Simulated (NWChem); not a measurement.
Everything below was run with NWChem. System: HNP (+1), charge 1, spin multiplicity 1, at a geometry optimised with PBE0/def2-SVP. The structure started from a generated list of species. Level: EOM-CCSD/def2-SVPD, 6 core orbitals frozen.

Input file:

```
start mol
memory heap 100 mb stack 700 mb global 1900 mb
charge 1
geometry units angstroms nocenter noautoz
  N      0.000000     0.000000     1.096898
  P      0.000000     0.000000    -0.389794
  H      0.000000     0.000000    -1.831373
  symmetry group C2v
end
basis spherical
  * library def2-svpd
end
scf
  rhf
  nopen 0
  maxiter 100
  thresh 1e-7
  semidirect memsize 60000000 filesize 0
end
tce
  freeze core 6
  ccsd
  nroots 1
  2eorb
  2emet 13
  thresh 1e-5
  maxiter 200
  tilesize 24
end
task tce energy
```

Part of the output:

```
             Northwest Computational Chemistry Package (NWChem) 7.3.0
             --------------------------------------------------------

                                NWChem Input Module
                                -------------------

 Scaling coordinates for geometry "geometry" by  1.889725989
 (inverse scale =  0.529177249)

 Turning off AUTOSYM since
 SYMMETRY directive was detected!

                             Geometry "geometry" -> ""
                             -------------------------

 Output coordinates in angstroms (scale by  1.889725989 to convert to a.u.)

  No.       Tag          Charge          X              Y              Z
 ---- ---------------- ---------- -------------- -------------- --------------
    1 N                    7.0000     0.00000000     0.00000000     1.09689800
    2 P                   15.0000     0.00000000     0.00000000    -0.38979400
    3 H                    1.0000     0.00000000     0.00000000    -1.83137300

 Effective nuclear repulsion energy (a.u.)      44.1452072084

            Nuclear Dipole moment (a.u.)
            ----------------------------
        X                 Y               Z
 ---------------- ---------------- ----------------
     0.0000000000     0.0000000000     0.0000056692

      Symmetry information
      --------------------

 Group name             C2v
 Group number             16
 Group order               4
 No. of unique centers     3

      Symmetry unique atoms

     1    2    3


 Summary of "ao basis" -> "" (spherical)
 ------------------------------------------------------------------------------
       Tag                 Description            Shells   Functions and Types
 ---------------- ------------------------------  ------  ---------------------
 *                         def2-svpd                  on all atoms

 Summary of "ao basis" -> "ao basis" (spherical)
 ------------------------------------------------------------------------------
       Tag                 Description            Shells   Functions and Types
 ---------------- ------------------------------  ------  ---------------------
 N                         def2-svpd                 8       20   4s2p2d
 P                         def2-svpd                10       24   5s3p2d
 H                         def2-svpd                 4        8   2s2p

                                 NWChem SCF Module
                                 -----------------

  ao basis        = "ao basis"
  functions       =    52
  atoms           =     3
  closed shells   =    11
  open shells     =     0
  charge          =   1.00
  wavefunction    = RHF
  use symmetry    = T
  symmetry adapt  = T

 Summary of "ao basis" -> "ao basis" (spherical)
 ------------------------------------------------------------------------------
       Tag                 Description            Shells   Functions and Types
 ---------------- ------------------------------  ------  ---------------------
 N                         def2-svpd                 8       20   4s2p2d
 P                         def2-svpd                10       24   5s3p2d
 H                         def2-svpd                 4        8   2s2p

      Symmetry analysis of basis
      --------------------------

        a1         26
        a2          4
        b1         11
        b2         11

 Forming initial guess at       0.1s

      Superposition of Atomic Density Guess
      -------------------------------------

 Sum of atomic energies:        -395.28189496
[...]
 EOMCCSD SOLVER TYPE  1
  maxdiff =   0.48671677725851659

 No. of initial right vectors    1

 EOM-CCSD right-hand side iterations
 --------------------------------------------------------------
      Residuum       Omega / hartree  Omega / eV    Cpu    Wall
 --------------------------------------------------------------

 Iteration   1 using    1 trial vectors
   0.5689887186772   0.3304519124934    8.99206     0.2     0.2

 Iteration   2 using    2 trial vectors
   0.1507746681123   0.2169580567799    5.90373     0.1     0.1

 Iteration   3 using    3 trial vectors
   0.0684553987461   0.2071812274745    5.63769     0.1     0.1

 Iteration   4 using    4 trial vectors
   0.0249840939663   0.2055849250010    5.59425     0.1     0.1

 Iteration   5 using    5 trial vectors
   0.0090366692720   0.2050384345628    5.57938     0.1     0.1

 Iteration   6 using    6 trial vectors
   0.0042283998294   0.2050714139516    5.58028     0.1     0.1

 Iteration   7 using    7 trial vectors
   0.0018476947217   0.2050909737272    5.58081     0.2     0.2

 Iteration   8 using    8 trial vectors
   0.0011297921263   0.2050989746801    5.58103     0.2     0.2

 Iteration   9 using    9 trial vectors
   0.0014429081723   0.2050938577557    5.58089     0.2     0.2

 Iteration  10 using   10 trial vectors
   0.0018529165974   0.2050759716747    5.58040     0.2     0.2

 Iteration  11 using   11 trial vectors
   0.0013484312200   0.2050935307049    5.58088     0.2     0.2

 Iteration  12 using   12 trial vectors
   0.0006423617281   0.2051047174926    5.58119     0.1     0.1

 Iteration  13 using   13 trial vectors
   0.0002657439156   0.2051067579355    5.58124     0.2     0.2

 Iteration  14 using   14 trial vectors
   0.0000929802045   0.2051085061849    5.58129     0.2     0.2

 Iteration  15 using   15 trial vectors
   0.0000289003707   0.2051087640598    5.58130     0.1     0.1

 Iteration  16 using   16 trial vectors
   0.0000101808883   0.2051085560356    5.58129     0.1     0.1

 Iteration  17 using   17 trial vectors
   0.0000038617755   0.2051084910346    5.58129     0.1     0.1
 --------------------------------------------------------------
 Iterations converged
 ------------------

 Excited state root  1
 Excitation energy / hartree =        0.205108491034607
                   / eV      =        5.581288393015986
 largest EOMCCSD amplitudes: R1 and R2

 Singles contributions
    12a1  (alpha) ---    10b1  (alpha)        0.8907685312
    20a1  (alpha) ---    10b1  (alpha)       -0.1139537538

 Doubles contributions
    12a1  (alpha)    12a1  (beta ) ---     8a1  (alpha)    10b1  (beta )       -0.1056694828
    12a1  (alpha)    12a1  (beta ) ---     9a1  (alpha)    10b1  (beta )        0.1061639904
    12a1  (alpha)    12a1  (beta ) ---    10b1  (alpha)     8a1  (beta )       -0.1056694828
    12a1  (alpha)    12a1  (beta ) ---    10b1  (alpha)     9a1  (beta )        0.1061639904
    12a1  (alpha)    13b1  (beta ) ---    10b1  (alpha)    10b1  (beta )        0.1444587175
    13b1  (alpha)    12a1  (beta ) ---    10b1  (alpha)    10b1  (beta )        0.1444587175

 =========================================
 Excited-state calculation ( b2  symmetry)
 =========================================
 Dim. of EOMCC iter. space      500

 EOMCCSD SOLVER TYPE  1
  maxdiff =   0.48671677725851181

 No. of initial right vectors    1

 EOM-CCSD right-hand side iterations
 --------------------------------------------------------------
      Residuum       Omega / hartree  Omega / eV    Cpu    Wall
 --------------------------------------------------------------

 Iteration   1 using    1 trial vectors
   0.5689887186772   0.3304519124934    8.99206     0.2     0.2

 Iteration   2 using    2 trial vectors
   0.1507746681123   0.2169580567799    5.90373     0.2     0.2

 Iteration   3 using    3 trial vectors
   0.0684553987461   0.2071812274745    5.63769     0.2     0.2

 Iteration   4 using    4 trial vectors
   0.0249840939663   0.2055849250010    5.59425     0.2     0.2

 Iteration   5 using    5 trial vectors
   0.0090366692720   0.2050384345628    5.57938     0.2     0.2

 Iteration   6 using    6 trial vectors
   0.0042283998294   0.2050714139516    5.58028     0.2     0.2

 Iteration   7 using    7 trial vectors
   0.0018476947217   0.2050909737272    5.58081     0.1     0.1

 Iteration   8 using    8 trial vectors
   0.0011297921263   0.2050989746801    5.58103     0.2     0.2

 Iteration   9 using    9 trial vectors
   0.0014429081723   0.2050938577557    5.58089     0.2     0.2

 Iteration  10 using   10 trial vectors
   0.0018529165974   0.2050759716747    5.58040     0.1     0.1

 Iteration  11 using   11 trial vectors
   0.0013484312200   0.2050935307049    5.58088     0.1     0.1

 Iteration  12 using   12 trial vectors
   0.0006423617281   0.2051047174926    5.58119     0.2     0.2

 Iteration  13 using   13 trial vectors
   0.0002657439156   0.2051067579355    5.58124     0.1     0.1

 Iteration  14 using   14 trial vectors
   0.0000929802045   0.2051085061849    5.58129     0.1     0.1

 Iteration  15 using   15 trial vectors
   0.0000289003707   0.2051087640598    5.58130     0.1     0.1

 Iteration  16 using   16 trial vectors
   0.0000101808883   0.2051085560356    5.58129     0.1     0.1

 Iteration  17 using   17 trial vectors
   0.0000038617755   0.2051084910346    5.58129     0.1     0.1
 --------------------------------------------------------------
 Iterations converged
 ------------------

 Excited state root  1
 Excitation energy / hartree =        0.205108491034607
                   / eV      =        5.581288393015986
 largest EOMCCSD amplitudes: R1 and R2

 Singles contributions
    12a1  (alpha) ---    11b2  (alpha)        0.8907685312
    20a1  (alpha) ---    11b2  (alpha)       -0.1139537538

 Doubles contributions
    12a1  (alpha)    12a1  (beta ) ---     8a1  (alpha)    11b2  (beta )       -0.1056694828
    12a1  (alpha)    12a1  (beta ) ---     9a1  (alpha)    11b2  (beta )        0.1061639904
    12a1  (alpha)    12a1  (beta ) ---    11b2  (alpha)     8a1  (beta )       -0.1056694828
    12a1  (alpha)    12a1  (beta ) ---    11b2  (alpha)     9a1  (beta )        0.1061639904
    12a1  (alpha)    14b2  (beta ) ---    11b2  (alpha)    11b2  (beta )        0.1444587175
    14b2  (alpha)    12a1  (beta ) ---    11b2  (alpha)    11b2  (beta )        0.1444587175

 Task  times  cpu:       14.6s     wall:       14.6s

 Total times  cpu:       14.6s     wall:       14.6s
```
